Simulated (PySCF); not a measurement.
## Computed structure and properties of Pb(OH)4

System: Pb(OH)4 (singlet); start: template (C1). Method: PySCF 2.14.0, RKS BP86, Pb def2-SVP with ECP60, O def2-SVP, H def2-SVP; non-relativistic Hamiltonian with scalar-relativistic core potentials where named; density fitting; no spin-orbit coupling.

Input of the relaxation:

```python
mol = gto.M(atom='''
Pb    -0.00379    -0.12083    -0.00000
O     -0.00379    -0.12083     1.91840
H     -0.00379     0.22917     2.81840
O     -0.00379    -0.12083    -1.91840
H     -0.00379    -0.47083    -2.81840
O      1.67981     0.79887    -0.00000
H      2.63741     0.92327    -0.00000
O     -1.64769     0.86807    -0.00000
H     -2.23839     1.63197    -0.00000''',
    basis={'Pb': 'def2-SVP', 'O': 'def2-SVP', 'H': 'def2-SVP'},
    ecp={'Pb': 'def2-SVP'},
    charge=0, spin=0)
mf = dft.RKS(mol, xc='B88,P86')
mf.grids.atom_grid = (50, 194)
mf = mf.density_fit()  # fitting sets: Pb def2-universal-JKFIT, O def2-universal-JKFIT, H def2-universal-JKFIT
mf.conv_tol = 1e-08; mf.max_cycle = 55
mf.kernel(dm0)  # dm0: converged density of the start geometry
# quasi-Newton relaxation in Cartesian coordinates to a largest gradient under 0.00045 Eh/bohr, steps kept in the point group
```

Run from Python with OMP_NUM_THREADS=2; the lines above give its settings. Where DIIS fails, smearing, a level shift and second-order steps follow.
It took 3.6 min on 2 threads of Arm Neoverse V1, with other jobs on the host, from the converged density of the start.

Course of the relaxation:

```csv
step,energy above end (eV),largest force component within the symmetry (eV/Å)
0,4.9094,3.886
1,3.5709,2.553
2,2.2599,2.225
3,1.7818,2.736
4,1.3777,2.093
5,1.1773,2.389
6,0.8665,1.082
7,0.7195,1.589
47,0.0010,0.030
48,0.0009,0.025
49,0.0006,0.068
50,0.0004,0.037
51,0.0000,0.026
52,0.0000,0.019
```
(The steps between are left out.)

Relaxed geometry (S4):

```xyz
9

Pb    0.0511    0.4006    0.0044
O     0.0489   -1.1320    1.4733
H    -0.4672   -0.7637    2.2235
O     0.2854   -0.5808   -1.8623
H    -0.1203   -1.4676   -1.7415
O     1.6012    1.8468    0.0905
H     2.3451    1.4624   -0.4231
O    -1.7524    1.4793    0.3017
H    -1.5794    2.3730   -0.0665
```

| contact | Å |
| --- | --- |
| Pb1–O2 (OH) | 2.123 |
| Pb1–O4 (OH) | 2.122 |
| Pb1–O6 (OH) | 2.122 |
| Pb1–O8 (OH) | 2.122 |

On the finer grid (75, 302):

The HOMO is -6.93 eV, the LUMO is -4.32 eV and the dipole about the centre of mass is 0.04 D. The set of Mulliken populations of Pb1 outside the core potential is s 3.37, p 7.46, d 10.31 and the D3(BJ) dispersion energy (not in the energies) is -0.271 eV.

```tsv
atom	Mulliken (e)	Löwdin (e)	spin (e)
Pb1	0.86	0.67	0.00
O2	-0.42	-0.26	0.00
H3	0.20	0.09	0.00
O4	-0.42	-0.26	0.00
H5	0.20	0.09	0.00
O6	-0.42	-0.26	0.00
H7	0.20	0.09	0.00
O8	-0.42	-0.26	0.00
H9	0.20	0.09	0.00
```

On the grid (50, 194), as all that follows. Harmonic modes: a minimum; lowest 71 cm⁻¹ (negative: unstable), highest 3652 cm⁻¹, zero-point energy 1.325 eV.

Taking off one OH (charge -1, singlet; the rest: singlet) in vacuum, both parts rigid, costs 11.70 eV; the small basis without counterpoise inflates it. Most of it is the attraction of opposite charges; other ways to part are cheaper, and one spin state was tried for the rest.

Rigid scan of OH along the line from its metal, all other atoms held (where the atom bridges, its other bond changes as well):

distance to O2 (Å), energy (eV) and a bar:
```
     1.82      1.142 ############
     1.92      0.429 #####
     2.02      0.091 #
     2.12      0.000 
     2.22      0.064 #
     2.32      0.224 ##
     2.52      0.675 #######
     2.82      1.395 ###############
     3.22      2.162 #######################
     3.72      2.784 ##############################
```

One start shape was tried, so this needn't be the lowest isomer.
